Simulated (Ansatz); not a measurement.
B2H4Cl2⁺, that is diborane 1,1-di Cl with one electron fewer. The state is a doublet with charge 1. Geometry PBE0-D4/def2-SVP, that of the neutral singlet; atoms count from 1.

```xyz
8

B     0.475    0.195   -0.631
Cl   -0.239    0.710   -2.164
Cl    2.235    0.108   -0.489
H    -0.048    0.922    0.402
B    -0.560   -0.230    0.744
H    -0.022   -0.573    1.761
H    -1.749   -0.153    0.593
H    -0.092   -0.979   -0.217
```

Q: Estimate the Mulliken populations from the PBE0/def2-TZVP orbitals of Ansatz.

A: 
```
atom  charge (e)  spin (α − β)
  B1       -0.01         -0.06
 Cl2        0.29          0.46
 Cl3        0.29          0.46
  H4        0.22          0.00
  B5       -0.29          0.05
  H6        0.14          0.05
  H7        0.14          0.05
  H8        0.22          0.00
```
Mulliken values and Mayer orders depend strongly on the basis.

Q: Where does the spin sit?

A: Summed by element: B -0.02, Cl 0.92, H 0.10, of 1 unpaired in all. Largest on single atoms: Cl2 0.46, Cl3 0.46, B1 -0.06.

Q: And the Mayer bond orders between bonded heavy atoms (over 0.3)?

A: B1–Cl2 1.19 (1.77 Å); B1–Cl3 1.19 (1.77 Å); B1–B5 0.70 (1.77 Å). Values over 0.3 also appear between atoms too far apart for a bond (Cl2–Cl3 0.31 at 3.05 Å); they arise where an orbital or an unpaired electron spreads over both atoms.
